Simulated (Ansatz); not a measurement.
## A barrier at the coupled-cluster level

Start structure (SiN$_{2}$H$_{8}$Cl$_{2}$, singlet), relaxed at PBE0-D4/def2-TZVP:

Si1  (-0.449, 1.055, 1.091)
H2  (-1.052, -0.147, 1.687)
Cl3  (-1.967, 0.973, -0.598)
Cl4  (1.219, 1.050, 2.547)
H5  (-0.784, 2.463, 1.346)
H6  (0.670, -0.260, -0.582)
N7  (0.816, 0.740, -0.256)
H8  (-0.022, -2.517, -0.282)
N9  (-0.037, -1.816, -1.014)
H10  (0.629, 1.342, -1.054)
H11  (1.760, 0.873, 0.097)
H12  (0.212, -2.274, -1.882)
H13  (-0.995, -1.482, -1.099)
(Å)

The step: SiH₂Cl₂ ([Cl][SiH2][Cl]) + NH₃ + NH₃ → SiNH₃Cl₂ ([NH2][SiH]([Cl])[Cl]) + NH₃ + H₂; bonds formed: H2–H8, H6–N9; dative contacts that become bonds: Si1–N7; bonds broken: Si1–H2, H6–N7, H8–N9. Computed with Ansatz 0.2.0 (basis: def2-TZVPP and def2-QZVPP); correlated methods freeze the cores. Extrapolation: Hartree–Fock as exp(−7.88 √X), correlation as X^−2.97. Energies below are by CCSD(T) at an estimated basis limit (MP2 extrapolated from triple and quadruple zeta, plus CCSD(T) − MP2 in triple zeta).

(1) What are the electronic barrier and the energy of the step, from the start structure to the end structure? (To be estimated.)

No T1 diagnostic of these runs exceeds 0.010.

Results:

(1) The calculation gives: Barrier 1.272 eV; step energy -0.260 eV (downhill); reverse barrier, their difference, 1.532 eV. Barrier and step energy count from the start structure, the reverse barrier from the end structure.

The saddle point: One imaginary mode of 505i cm⁻¹.
| pair | start (Å) | saddle (Å) | end (Å) |
| --- | --- | --- | --- |
| Si1–N7 | 1.88 | 1.75 | 1.68 |
| H2–H8 | 3.25 | 1.06 | 0.75 |
| H6–N9 | 1.76 | 1.02 | 1.01 |
| Si1–H2 | 1.47 | 1.68 | 3.87 |
| H6–N7 | 1.06 | 2.41 | 3.65 |
| H8–N9 | 1.01 | 1.24 | 3.43 |

Zero-point energy (harmonic, PBE0-D4): ZPE is 2.663 eV at the start and 2.546 eV at the saddle, so the barrier goes from 1.272 to 1.155 eV.

Labels in which every atom is bracketed show which atoms are joined, not bond orders.

For scale, one of the runs: CCSD(T)/def2-TZVPP, 300 basis functions, launched by `ansatz run in.yaml --threads 8 --pin off --events-out ev --progress --plain --max-ram 19148MiB`. Time: 4 min of wall clock on 8 CPU threads of an Intel Xeon; the host was shared. Peak host memory: 9.9 GiB.
